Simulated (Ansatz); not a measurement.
Reaction (redistribution): `C=C[SiH](F)N[SiH2]F` + `CO[SiH3]` → `C=C[SiH](F)OC` + `F[SiH2]N[SiH3]`

Isolated molecules relaxed with PBE0-D4/def2-TZVP in Ansatz; ΔE leaves out vibrations. CCSD(T)/CBS is the MP2 limit (def2-TZVPP, def2-QZVPP) plus CCSD(T) − MP2 in def2-TZVPP, frozen cores. This one scheme is used for every species. Functionals use def2-TZVPP. Each species was taken in one conformer, which may not be the lowest.

`C=C[SiH](F)N[SiH2]F`:

Cartesian coordinates in Å:
```
C 2.163 0.655 0.928
C 1.316 0.674 -0.099
Si -0.439 1.216 0.072
F -0.673 1.576 1.615
N -1.491 -0.040 -0.442
Si -1.191 -1.725 -0.505
F -0.502 -2.148 -1.888
H 3.195 0.333 0.818
H 1.855 0.959 1.923
H 1.675 0.356 -1.076
H -0.780 2.441 -0.688
H -2.395 0.256 -0.783
H -0.250 -2.107 0.566
H -2.482 -2.446 -0.442
```

`CO[SiH3]`:

Cartesian coordinates in Å:
```
C 1.324 0.213 -0.235
O 0.314 -0.732 0.030
Si -1.258 -0.306 0.235
H 1.132 0.755 -1.168
H 2.272 -0.318 -0.333
H 1.417 0.941 0.579
H -2.005 -1.559 0.486
H -1.785 0.378 -0.980
H -1.411 0.628 1.387
```

`C=C[SiH](F)OC`:

```xyz
13

C     0.497   -1.923   -0.102
C    -0.071   -1.180   -1.048
Si   -1.090    0.315   -0.658
F    -0.818    1.378   -1.824
O    -0.706    0.947    0.790
C     0.551    1.482    1.151
H     1.078   -2.812   -0.332
H     0.403   -1.675    0.952
H     0.054   -1.480   -2.087
H    -2.544    0.062   -0.619
H     0.675    2.485    0.734
H     0.593    1.546    2.239
H     1.376    0.853    0.804
```

`F[SiH2]N[SiH3]`:

Z-matrix (Å, degrees):
```
Si
N 1 1.706
F 1 1.601 2 112.6
H 1 1.478 2 108.8 3 117.8
H 1 1.480 2 109.3 3 -117.5
Si 2 1.733 1 128.1 3 -87.6
H 2 1.011 1 115.6 3 85.3
H 6 1.487 2 110.9 1 -127.0
H 6 1.487 2 112.0 1 112.6
H 6 1.483 2 106.7 1 -7.3
```

Q: Is it downhill or uphill in electronic energy at CCSD(T)/CBS, and by how much? (Best estimate.)

A: The calculation gave: Nearly level: ΔE = -1.5 kJ/mol.

Q: What do these levels give: r2SCAN-D4, B2PLYP, MP2/def2-TZVPP, CCSD(T)/def2-TZVPP, SCS-MP2/def2-QZVPP, MP2/CBS(def2)? (Best estimate.)

A: The calculation gave: r2SCAN-D4 -0.2, B2PLYP -1.4, MP2/def2-TZVPP -0.9, CCSD(T)/def2-TZVPP -1.7, SCS-MP2/def2-QZVPP -1.2, MP2/CBS(def2) -0.7 kJ/mol.

Largest T1 diagnostic among the species: 0.012.
